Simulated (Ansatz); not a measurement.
Si3O4⁻, relaxed as a doublet with UKS r2SCAN-D4/def2-SVPD in Ansatz, starting from the GFN2-xTB geometry. Force threshold 0.02 eV/Å.

The relaxation made no stability test and no search for a lower SCF solution. The structure comes from a short search, and lower isomers may exist.

Start:

```xyz
7

Si    0.3240   -1.8901    0.7319
Si    0.3647   -0.8599   -1.2641
Si   -0.3379    0.9816    0.8684
O    -0.1293   -0.4055    1.6146
O    -0.0690    0.7195   -0.6781
O     0.5685   -0.8459   -2.7854
O    -0.7210    2.3003    1.5128
```

```
step  energy (eV)  largest force component (eV/Å)  SCF passes
   1  -31807.8435                           1.936          24
   2  -31808.0913                           0.747          31
   3  -31808.1357                           0.138          25
   4  -31808.1368                           0.097          27
   5  -31808.1369                           0.085          25
   6  -31808.1375                           0.046          26
   7  -31808.1377                           0.007          28
```

Force components are those of the run's own axes.

End:

Cartesian coordinates in Å:
```
Si 0.336 -1.969 0.771
Si 0.352 -0.787 -1.287
Si -0.346 1.005 0.885
O -0.121 -0.438 1.607
O -0.082 0.806 -0.724
O 0.596 -0.949 -2.819
O -0.736 2.331 1.568
```

By distances, no bond broke or formed. The bond that changes most is Si1–Si2, from 2.25 to 2.37 Å (atoms count from 1).

No frequencies were taken in this run, so the end may be a saddle point.

It took 32 s on 4 threads of Arm Neoverse V2 on a shared host.
